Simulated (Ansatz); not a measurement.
Z-matrix (Å, degrees):
```
C
Si 1 1.865
H 1 1.092 2 111.2
H 1 1.092 2 110.7 3 -120.0
H 1 1.092 2 110.4 3 120.2
C 2 1.921 1 109.0 3 -61.3
H 2 1.487 1 111.7 3 56.5
H 2 1.484 1 112.2 3 -179.6
F 6 1.366 2 110.8 1 -175.9
F 6 1.370 2 109.9 1 -57.6
H 6 1.098 2 114.7 1 62.8
```

The species carries charge 0 and has multiplicity 1.

Task: List the PBE0/def2-TZVPP orbital energies in eV (Ansatz 0.2.0). (Best estimate.)

Result: Computed: Occupied: -1802.64, -674.19, -674.18, -282.05, -278.16, -145.01, -99.67, -99.66, -99.65, -34.82, -33.30, -20.18, -19.37, -15.55, -15.24, -15.16, -13.28, -12.10, -11.93, -11.79, -11.39, -11.20, -9.72, -9.59, -8.46. Lowest empty: 0.48, 0.92, 1.39, 2.00, 2.11, 2.43, 2.59, 2.82.
